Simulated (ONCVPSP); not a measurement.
# Reading a pseudo-wave (lithium)

Columns: radius, all-electron u(r) and pseudo u(r) of the 2s shell (level -2.89 eV) of lithium in the configuration [He] 2s1; PW91, scalar-relativistic, ONCV scheme, ONCVPSP 4.0.1.

```json
{"r (bohr)": "0.105", "all-electron": "-0.1237", "pseudo": "0.0117"}
{"r (bohr)": "0.210", "all-electron": "-0.1773", "pseudo": "0.0240"}
{"r (bohr)": "0.315", "all-electron": "-0.1871", "pseudo": "0.0372"}
{"r (bohr)": "0.420", "all-electron": "-0.1700", "pseudo": "0.0516"}
{"r (bohr)": "0.525", "all-electron": "-0.1367", "pseudo": "0.0675"}
{"r (bohr)": "0.630", "all-electron": "-0.0939", "pseudo": "0.0850"}
{"r (bohr)": "0.735", "all-electron": "-0.0463", "pseudo": "0.1042"}
{"r (bohr)": "0.840", "all-electron": "0.0033", "pseudo": "0.1253"}
{"r (bohr)": "0.945", "all-electron": "0.0528", "pseudo": "0.1483"}
{"r (bohr)": "1.050", "all-electron": "0.1010", "pseudo": "0.1731"}
{"r (bohr)": "1.155", "all-electron": "0.1471", "pseudo": "0.1993"}
{"r (bohr)": "1.260", "all-electron": "0.1905", "pseudo": "0.2264"}
{"r (bohr)": "1.365", "all-electron": "0.2309", "pseudo": "0.2539"}
{"r (bohr)": "1.470", "all-electron": "0.2681", "pseudo": "0.2815"}
{"r (bohr)": "1.575", "all-electron": "0.3021", "pseudo": "0.3089"}
{"r (bohr)": "1.680", "all-electron": "0.3330", "pseudo": "0.3359"}
{"r (bohr)": "1.785", "all-electron": "0.3612", "pseudo": "0.3622"}
{"r (bohr)": "1.890", "all-electron": "0.3871", "pseudo": "0.3873"}
{"r (bohr)": "1.995", "all-electron": "0.4105", "pseudo": "0.4105"}
{"r (bohr)": "2.100", "all-electron": "0.4314", "pseudo": "0.4314"}
{"r (bohr)": "2.205", "all-electron": "0.4498", "pseudo": "0.4498"}
{"r (bohr)": "2.310", "all-electron": "0.4658", "pseudo": "0.4658"}
{"r (bohr)": "2.415", "all-electron": "0.4794", "pseudo": "0.4794"}
{"r (bohr)": "2.520", "all-electron": "0.4908", "pseudo": "0.4908"}
{"r (bohr)": "2.625", "all-electron": "0.5001", "pseudo": "0.5001"}
{"r (bohr)": "2.730", "all-electron": "0.5074", "pseudo": "0.5074"}
```

(1) How many radial nodes do the two functions have?

(2) At about which radius was the pseudo-wave matched?

(3) Is the pseudo-wave norm-conserving?

## Answers

(1) The all-electron 2s function has n − l − 1 = 1; the pseudo-wave has 0, since the states of the same l below it are removed with the core.

(2) 2.10 bohr. The columns agree to 0.0005 from 1.89 bohr on; several derivatives are matched, so the curves merge somewhat inside the radius.

(3) Yes: the ONCV scheme keeps the norm inside the radius equal to the all-electron one, which fixes the energy derivative of the logarithmic derivative at the level.
